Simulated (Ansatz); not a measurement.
A run for Ansatz (a program for electronic structure): U-CCSD(T)/cc-pVDZ on HO2 (SMILES [O]O), 2S+1 = 2.

Ansatz 0.2 input:
```yaml
crystal:
  periodic: [false, false, false]
  atoms:
    - {symbol: O, position_ang: [0.66035604, -0.28581558, 0.00000000]}
    - {symbol: O, position_ang: [-0.51234295, 0.33303223, 0.00000000]}
    - {symbol: H, position_ang: [-1.18410475, -0.37773328, 0.00000000]}
basis:
  gaussian:
    orbitals: cc-pVDZ
magnetization: {spin_polarized: true, initial_magnetization: 1}
correlation: {method: ccsd_t, electrons: outside_noble_gas}
accuracy: high
relax: {f_tol: 0.0005, max_steps: 60}
scf: {omitted_lower_state_checks: [cluster_reference]}
output: {forces: true}
```

Output:

```
WARN ansatz: RAYON_NUM_THREADS=1 ignored (pool sized by the plan → 1); use --threads N
Functional definition: HF
these checks for a lower state are left out or cut short: cluster_reference
integrals: 0.02 GiB planned
648 factors; integrals over basis functions are off by at most 1.7e-9 eV
mean field: 0.07 GiB planned
mean field evaluation 1: about -4085.3946 eV, gradient 1.5e1 eV
mean field evaluation 2: about -4085.3954 eV, gradient 1.5e1 eV
mean field evaluation 4: about -4086.5658 eV, gradient 2.9e0 eV
mean field evaluation 8: about -4086.8038 eV, gradient 2.0e-1 eV
mean field evaluation 16: about -4084.4434 eV, gradient 1.4e1 eV
mean field evaluation 32: about -4086.7866 eV, gradient 2.2e0 eV
mean field -4086.80478651 eV, -150.1873057683 hartree, gradient 8.0e-8 eV, S^2 0.759058; 6 other end points of the search recorded, 0 dependent functions left out
2 core orbitals not correlated
reference -4086.80478651 eV, -150.1873057683 hartree; 7, 6 occupied and 24, 25 virtual orbitals, 648 factors
densities: 0.12 GiB planned
second order -9.32259268 eV of doubles, -0.00000000 eV of singles
coupled cluster: 0.10 GiB planned
cycle   1  -9.44824681 eV  change   -1.3e-1 eV  update   8.1e-2
cycle   2  -9.75257049 eV  change   -3.0e-1 eV  update   2.9e-2
cycle   3  -9.85705866 eV  change   -1.0e-1 eV  update   2.5e-2
cycle   4  -9.86100095 eV  change   -3.9e-3 eV  update   1.2e-2
cycle   5  -9.86579803 eV  change   -4.8e-3 eV  update   4.8e-3
cycle   6  -9.86630302 eV  change   -5.0e-4 eV  update   1.1e-3
cycle   7  -9.86623573 eV  change    6.7e-5 eV  update   3.3e-4
cycle   8  -9.86628368 eV  change   -4.8e-5 eV  update   1.3e-4
cycle   9  -9.86623851 eV  change    4.5e-5 eV  update   4.8e-5
cycle  10  -9.86626047 eV  change   -2.2e-5 eV  update   1.7e-5
cycle  11  -9.86626306 eV  change   -2.6e-6 eV  update   6.4e-6
cycle  12  -9.86625797 eV  change    5.1e-6 eV  update   2.0e-6
cycle  13  -9.86625764 eV  change    3.3e-7 eV  update   7.9e-7
cycle  14  -9.86625665 eV  change    1.0e-6 eV  update   3.1e-7
cycle  15  -9.86625684 eV  change   -1.9e-7 eV  update   1.5e-7
cycle  16  -9.86625703 eV  change   -1.9e-7 eV  update   6.8e-8
cycle  17  -9.86625700 eV  change    3.3e-8 eV  update   3.5e-8
cycle  18  -9.86625666 eV  change    3.4e-7 eV  update   7.5e-8
cycle  19  -9.86625666 eV  change    5.7e-9 eV  update   3.3e-8
cycle  20  -9.86625661 eV  change    4.3e-8 eV  update   1.5e-8
cycle  21  -9.86625659 eV  change    1.9e-8 eV  update   8.3e-9
cycle  22  -9.86625659 eV  change    8.1e-9 eV  update   2.5e-9
cycle  23  -9.86625658 eV  change    1.7e-9 eV  update  8.2e-10
cycle  24  -9.86625658 eV  change   2.5e-11 eV  update  2.6e-10
perturbative correction -0.23410822 eV, -0.0086033184 hartree
the calculation of the forces begins
relax step   1: F+E_penalty+E_count = -4096.90515131 eV  Δ(F+E_penalty+E_count) = +0.000e0 eV  max|allowed force component| = 4.627e-1 eV/Å  Δτ_max = 0.0000 Å  (205 SCF iters, accepted)
these checks for a lower state are left out or cut short: starts, cluster_reference, orbital_swaps, neighbouring_geometries, increment
integrals: 0.02 GiB planned
648 factors; integrals over basis functions are off by at most 1.7e-9 eV
mean field: 0.07 GiB planned
mean field -4086.79619633 eV, -150.1869900850 hartree, gradient 3.1e-8 eV, S^2 0.759227; 0 other end points of the search recorded, 0 dependent functions left out
2 core orbitals not correlated
reference -4086.79619633 eV, -150.1869900850 hartree; 7, 6 occupied and 24, 25 virtual orbitals, 648 factors
densities: 0.12 GiB planned
second order -9.32834380 eV of doubles, -0.00000000 eV of singles
coupled cluster: 0.10 GiB planned
cycle   1  -9.45294483 eV  change   -1.2e-1 eV  update   8.2e-2
cycle   2  -9.75962819 eV  change   -3.1e-1 eV  update   2.9e-2
cycle   3  -9.86603023 eV  change   -1.1e-1 eV  update   2.5e-2
cycle   4  -9.87090334 eV  change   -4.9e-3 eV  update   1.3e-2
cycle   5  -9.87615845 eV  change   -5.3e-3 eV  update   5.0e-3
cycle   6  -9.87671886 eV  change   -5.6e-4 eV  update   1.2e-3
cycle   7  -9.87665265 eV  change    6.6e-5 eV  update   3.5e-4
cycle   8  -9.87670797 eV  change   -5.5e-5 eV  update   1.4e-4
cycle   9  -9.87665696 eV  change    5.1e-5 eV  update   5.2e-5
cycle  10  -9.87668092 eV  change   -2.4e-5 eV  update   1.9e-5
cycle  11  -9.87668407 eV  change   -3.1e-6 eV  update   6.8e-6
cycle  12  -9.87667829 eV  change    5.8e-6 eV  update   2.2e-6
cycle  13  -9.87667793 eV  change    3.7e-7 eV  update   8.5e-7
cycle  14  -9.87667684 eV  change    1.1e-6 eV  update   3.4e-7
cycle  15  -9.87667707 eV 
[...]
orbitals, at most 0.000 for the correlated occupied ones
reference -4086.78445968 eV, -150.1865587713 hartree; 7, 6 occupied and 24, 25 virtual orbitals, 648 factors
densities: 0.12 GiB planned
second order -9.33330464 eV of doubles, -0.00000000 eV of singles
coupled cluster: 0.10 GiB planned
cycle   1  -9.45712098 eV  change   -1.2e-1 eV  update   8.3e-2
cycle   2  -9.76647999 eV  change   -3.1e-1 eV  update   2.9e-2
cycle   3  -9.87519058 eV  change   -1.1e-1 eV  update   2.6e-2
cycle   4  -9.88133128 eV  change   -6.1e-3 eV  update   1.3e-2
cycle   5  -9.88720805 eV  change   -5.9e-3 eV  update   5.3e-3
cycle   6  -9.88784718 eV  change   -6.4e-4 eV  update   1.2e-3
cycle   7  -9.88778215 eV  change    6.5e-5 eV  update   3.8e-4
cycle   8  -9.88784831 eV  change   -6.6e-5 eV  update   1.6e-4
cycle   9  -9.88778872 eV  change    6.0e-5 eV  update   5.7e-5
cycle  10  -9.88781600 eV  change   -2.7e-5 eV  update   2.1e-5
cycle  11  -9.88781944 eV  change   -3.4e-6 eV  update   7.4e-6
cycle  12  -9.88781312 eV  change    6.3e-6 eV  update   2.4e-6
cycle  13  -9.88781297 eV  change    1.5e-7 eV  update   9.2e-7
cycle  14  -9.88781182 eV  change    1.1e-6 eV  update   3.8e-7
cycle  15  -9.88781192 eV  change   -1.0e-7 eV  update   1.8e-7
cycle  16  -9.88781217 eV  change   -2.5e-7 eV  update   8.3e-8
cycle  17  -9.88781220 eV  change   -2.8e-8 eV  update   4.3e-8
cycle  18  -9.88781220 eV  change    4.8e-9 eV  update   2.2e-8
cycle  19  -9.88781138 eV  change    8.1e-7 eV  update   9.9e-8
cycle  20  -9.88781132 eV  change    6.1e-8 eV  update   4.7e-8
cycle  21  -9.88781124 eV  change    8.6e-8 eV  update   2.2e-8
cycle  22  -9.88781121 eV  change    2.4e-8 eV  update   9.1e-9
cycle  23  -9.88781121 eV  change    3.9e-9 eV  update   2.5e-9
cycle  24  -9.88781121 eV  change    2.7e-9 eV  update   1.0e-9
cycle  25  -9.88781121 eV  change  -5.6e-10 eV  update  4.4e-10
perturbative correction -0.23863436 eV, -0.0087696509 hartree
the calculation of the forces begins
relax step   5: F+E_penalty+E_count = -4096.91090525 eV  Δ(F+E_penalty+E_count) = -2.116e-8 eV  max|allowed force component| = 1.160e-3 eV/Å  Δτ_max = 0.0001 Å  (37 SCF iters, accepted)
these checks for a lower state are left out or cut short: starts, cluster_reference, orbital_swaps, neighbouring_geometries, increment
integrals: 0.02 GiB planned
648 factors; integrals over basis functions are off by at most 1.8e-9 eV
mean field: 0.07 GiB planned
mean field -4086.78445967 eV, -150.1865587709 hartree, gradient 1.2e-8 eV, S^2 0.759515; 0 other end points of the search recorded, 0 dependent functions left out
2 core orbitals not correlated
reference -4086.78445967 eV, -150.1865587709 hartree; 7, 6 occupied and 24, 25 virtual orbitals, 648 factors
densities: 0.12 GiB planned
second order -9.33329965 eV of doubles, -0.00000000 eV of singles
coupled cluster: 0.10 GiB planned
cycle   1  -9.45711918 eV  change   -1.2e-1 eV  update   8.3e-2
cycle   2  -9.76647896 eV  change   -3.1e-1 eV  update   2.9e-2
cycle   3  -9.87519013 eV  change   -1.1e-1 eV  update   2.6e-2
cycle   4  -9.88133031 eV  change   -6.1e-3 eV  update   1.3e-2
cycle   5  -9.88720733 eV  change   -5.9e-3 eV  update   5.3e-3
cycle   6  -9.88784694 eV  change   -6.4e-4 eV  update   1.2e-3
cycle   7  -9.88778170 eV  change    6.5e-5 eV  update   3.8e-4
cycle   8  -9.88784764 eV  change   -6.6e-5 eV  update   1.6e-4
cycle   9  -9.88778816 eV  change    5.9e-5 eV  update   5.7e-5
cycle  10  -9.88781564 eV  change   -2.7e-5 eV  update   2.1e-5
cycle  11  -9.88781874 eV  change   -3.1e-6 eV  update   7.4e-6
cycle  12  -9.88781293 eV  change    5.8e-6 eV  update   2.4e-6
cycle  13  -9.88781258 eV  change    3.5e-7 eV  update   9.1e-7
cycle  14  -9.88781123 eV  change    1.3e-6 eV  update   3.7e-7
cycle  15  -9.88781150 eV  change   -2.7e-7 eV  update   1.8e-7
cycle  16  -9.88781169 eV  change   -1.8e-7 eV  update   7.9e-8
cycle  17  -9.88781168 eV  change    2.9e-9 eV  update   4.5e-8
cycle  18  -9.88781167 eV  change    1.2e-8 eV  update   2.4e-8
cycle  19  -9.88781101 eV  change    6.6e-7 eV  update   1.0e-7
cycle  20  -9.88781092 eV  change    8.9e-8 eV  update   5.1e-8
cycle  21  -9.88781083 eV  change    8.8e-8 eV  update   2.6e-8
cycle  22  -9.88781082 eV  change    9.5e-9 eV  update   9.3e-9
cycle  23  -9.88781081 eV  change    7.5e-9 eV  update   3.3e-9
cycle  24  -9.88781081 eV  change    2.1e-9 eV  update   1.1e-9
cycle  25  -9.88781081 eV  change  -8.8e-10 eV  update  5.9e-10
perturbative correction -0.23863485 eV, -0.0087696690 hartree
the calculation of the forces begins
mean field evaluation 96: about -4086.7839 eV, gradient 1.4e-2 eV
relax step   6: F+E_penalty+E_count = -4096.91090533 eV  Δ(F+E_penalty+E_count) = -8.593e-8 eV  max|allowed force component| = 5.892e-6 eV/Å  Δτ_max = 0.0001 Å  (36 SCF iters, accepted)
these checks for a lower state are left out or cut short: cluster_reference
integrals: 0.02 GiB planned
648 factors; integrals over basis functions are off by at most 1.8e-9 eV
mean field: 0.07 GiB planned
mean field evaluation 128: about -4086.7798 eV, gradient 1.4e-1 eV
mean field -4086.78445967 eV, -150.1865587709 hartree, gradient 1.2e-8 eV, S^2 0.759515; 7 other end points of the search recorded, 0 dependent functions left out
2 core orbitals not correlated
reference -4086.78445967 eV, -150.1865587709 hartree; 7, 6 occupied and 24, 25 virtual orbitals, 648 factors
densities: 0.12 GiB planned
second order -9.33329965 eV of doubles, -0.00000000 eV of singles
coupled cluster: 0.10 GiB planned
cycle   1  -9.45711918 eV  change   -1.2e-1 eV  update   8.3e-2
cycle   2  -9.76647896 eV  change   -3.1e-1 eV  update   2.9e-2
cycle   3  -9.87519013 eV  change   -1.1e-1 eV  update   2.6e-2
cycle   4  -9.88133031 eV  change   -6.1e-3 eV  update   1.3e-2
cycle   5  -9.88720733 eV  change   -5.9e-3 eV  update   5.3e-3
cycle   6  -9.88784694 eV  change   -6.4e-4 eV  update   1.2e-3
cycle   7  -9.88778170 eV  change    6.5e-5 eV  update   3.8e-4
cycle   8  -9.88784764 eV  change   -6.6e-5 eV  update   1.6e-4
cycle   9  -9.88778816 eV  change    5.9e-5 eV  update   5.7e-5
cycle  10  -9.88781564 eV  change   -2.7e-5 eV  update   2.1e-5
cycle  11  -9.88781874 eV  change   -3.1e-6 eV  update   7.4e-6
cycle  12  -9.88781293 eV  change    5.8e-6 eV  update   2.4e-6
cycle  13  -9.88781255 eV  change    3.8e-7 eV  update   9.1e-7
cycle  14  -9.88781126 eV  change    1.3e-6 eV  update   3.7e-7
cycle  15  -9.88781147 eV  change   -2.1e-7 eV  update   1.8e-7
cycle  16  -9.88781174 eV  change   -2.7e-7 eV  update   7.8e-8
cycle  17  -9.88781171 eV  change    3.4e-8 eV  update   4.1e-8
cycle  18  -9.88781168 eV  change    3.1e-8 eV  update   2.4e-8
cycle  19  -9.88781100 eV  change    6.7e-7 eV  update   1.0e-7
cycle  20  -9.88781092 eV  change    8.6e-8 eV  update   5.1e-8
cycle  21  -9.88781083 eV  change    8.9e-8 eV  update   2.4e-8
cycle  22  -9.88781082 eV  change    1.2e-8 eV  update   9.0e-9
cycle  23  -9.88781081 eV  change    2.1e-9 eV  update   2.8e-9
cycle  24  -9.88781081 eV  change    3.4e-9 eV  update   1.2e-9
cycle  25  -9.88781081 eV  change  -2.8e-10 eV  update  5.5e-10
perturbative correction -0.23863485 eV, -0.0087696690 hartree
the calculation of the forces begins
Total energy: -4096.91090533 eV, -150.5586987850 hartree
Atom 0 at     0.660719    -0.292668    -0.000000 Å, force     0.000005    -0.000003     0.000000 eV/Å
Atom 1 at    -0.520028     0.343737     0.000000 Å, force    -0.000003     0.000006    -0.000000 eV/Å
Atom 2 at    -1.176782    -0.381586    -0.000000 Å, force    -0.000002    -0.000003     0.000000 eV/Å
Dipole moment:    -0.404678    -0.194807     0.000000 e Å
Checks for a lower state left out: cluster_reference
```

The run converged.

Cost: about 22 core-seconds (a rough figure).
